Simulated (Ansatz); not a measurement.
(ClGaO)3 ring (Ga₃Cl₃O₃). Charge 0, multiplicity 1. Geometry PBE-D4/def2-SVP.

Cartesian coordinates in Å:
```
Ga -1.4899 -0.9895 0.2390
Cl -3.2546 -2.1476 0.5401
O -1.5659 0.5477 -0.6988
Ga -0.0804 1.5401 -0.9370
Cl -0.1799 3.3707 -2.0253
O 1.4886 0.9814 -0.2481
Ga 1.5726 -0.5562 0.6883
Cl 3.4270 -1.2045 1.5170
O 0.0825 -1.5422 0.9248
```

The 6-31G sets use Cartesian d functions. B3LYP takes the VWN-RPA correlation.

Estimate the orbital energies around the gap (eV) in Ansatz with HF/6-31G, r2SCAN-D4/def2-TZVP, B3LYP-D4/6-31G, PBE0-D4/def2-SVP, PBE0-D4/def2-TZVP.


| orbital | HF/6-31G | r2SCAN-D4/def2-TZVP | B3LYP-D4/6-31G | PBE0-D4/def2-SVP | PBE0-D4/def2-TZVP |
| --- | --- | --- | --- | --- | --- |
| HOMO−13 | -15.52 | -10.48 | -11.61 | -11.67 | -11.71 |
| HOMO−12 | -15.14 | -9.83 | -10.86 | -10.84 | -10.85 |
| HOMO−11 | -14.54 | -9.83 | -10.80 | -10.84 | -10.85 |
| HOMO−10 | -14.53 | -9.59 | -10.80 | -10.78 | -10.81 |
| HOMO−9 | -14.52 | -8.90 | -9.96 | -9.95 | -10.02 |
| HOMO−8 | -14.52 | -8.90 | -9.96 | -9.95 | -10.02 |
| HOMO−7 | -13.70 | -8.57 | -9.49 | -9.55 | -9.67 |
| HOMO−6 | -13.70 | -8.57 | -9.49 | -9.55 | -9.67 |
| HOMO−5 | -13.26 | -8.51 | -9.41 | -9.46 | -9.58 |
| HOMO−4 | -13.26 | -8.39 | -9.39 | -9.43 | -9.54 |
| HOMO−3 | -13.18 | -8.39 | -9.39 | -9.43 | -9.54 |
| HOMO−2 | -13.16 | -8.37 | -9.33 | -9.41 | -9.47 |
| HOMO−1 | -13.16 | -8.29 | -9.33 | -9.41 | -9.47 |
| HOMO | -13.00 | -8.29 | -9.28 | -9.32 | -9.43 |
| LUMO | -0.26 | -3.34 | -3.57 | -2.60 | -2.67 |
| LUMO+1 | 1.02 | -1.69 | -1.73 | -0.85 | -0.99 |
| LUMO+2 | 1.58 | -1.69 | -1.73 | -0.85 | -0.99 |
| LUMO+3 | 1.58 | -1.38 | -1.48 | -0.76 | -0.86 |
| LUMO+4 | 1.88 | -1.38 | -1.47 | -0.76 | -0.82 |
| LUMO+5 | 1.88 | -1.37 | -1.47 | -0.71 | -0.82 |
